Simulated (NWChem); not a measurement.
System meant: GaICl2; SMILES [Cl][Ga]([Cl])[I]

Here is an NWChem input.

```
start job
memory heap 200 mb stack 900 mb global 1100 mb
geometry units angstroms noautoz
  Ga     0.000000     0.000000    -0.770105
  Cl     0.000000     1.823043    -1.871332
  Cl     0.000000    -1.823043    -1.871332
  I      0.000000     0.000000     1.685819
end
basis spherical
  * library def2-svp
end
ecp
  I library def2-ecp
end
dft
  xc pbe0
  iterations 4
  mulliken
end
task dft energy
```

End of the output:

```
    Atom       Charge   Shell Charges
 -----------   ------   -------------------------------------------------------
    1 Ga  31    31.28   2.00  2.00  1.94  0.73  0.29  5.99  5.84  1.03  0.82  7.80  2.03  0.81
    2 Cl  17    16.92   2.00  1.96  1.03  0.76  5.82  2.23  3.10  0.02
    3 Cl  17    16.92   2.00  1.96  1.03  0.76  5.82  2.23  3.10  0.02
    4 I   25    24.87   1.25  0.73  1.03  0.76  2.77  3.19  2.50  2.62  9.48  0.55

 center of mass
 --------------
 x =   0.00000000 y =   0.00000000 z =   0.18350966

 moments of inertia (a.u.)
 ------------------
        3126.453405798178           0.000000000000           0.000000000000
           0.000000000000        2296.406103792885           0.000000000000
           0.000000000000           0.000000000000         830.047302005293

     Multipole analysis of the density
     ---------------------------------

     L   x y z        total         alpha         beta         nuclear
     -   - - -        -----         -----         ----         -------
     0   0 0 0     -0.000000    -45.000000    -45.000000     90.000000

     1   1 0 0      0.000000      0.000000      0.000000      0.000000
     1   0 1 0     -0.000000     -0.000000     -0.000000      0.000000
     1   0 0 1      0.350482     44.360796     44.360796    -88.371111

     2   2 0 0    -48.592105    -24.296053    -24.296053      0.000000
     2   1 1 0     -0.000000     -0.000000     -0.000000      0.000000
     2   1 0 1      0.000000      0.000000      0.000000      0.000000
     2   0 2 0    -52.947753   -228.236361   -228.236361    403.524970
     2   0 1 1     -0.000000     -0.000000     -0.000000      0.000000
     2   0 0 2    -51.191904   -400.455384   -400.455384    749.718865

 ------------------------------------------------------------------------
 dft energy failed                                                                                  0
 ------------------------------------------------------------------------
 ------------------------------------------------------------------------
  current input line :
    20: task dft energy
 ------------------------------------------------------------------------
 ------------------------------------------------------------------------
 This type of error is most commonly associated with calculations not reaching convergence criteria
 ------------------------------------------------------------------------
 For more information see the NWChem manual at https://nwchemgit.github.io

0:dft energy failed:Received an Error in Communication
```

Q: Find the fault in this run and fix the input.

A: The run did not converge; its last values are not results. Cause: the SCF was allowed too few iterations. This input runs:
```
start job
memory heap 200 mb stack 900 mb global 1100 mb
geometry units angstroms noautoz
  Ga     0.000000     0.000000    -0.770105
  Cl     0.000000     1.823043    -1.871332
  Cl     0.000000    -1.823043    -1.871332
  I      0.000000     0.000000     1.685819
end
basis spherical
  * library def2-svp
end
ecp
  I library def2-ecp
end
dft
  xc pbe0
  iterations 150
  mulliken
end
task dft energy
```
It converges to -3142.04751 Ha (PBE0/def2-SVP with def2 effective core potentials on I).
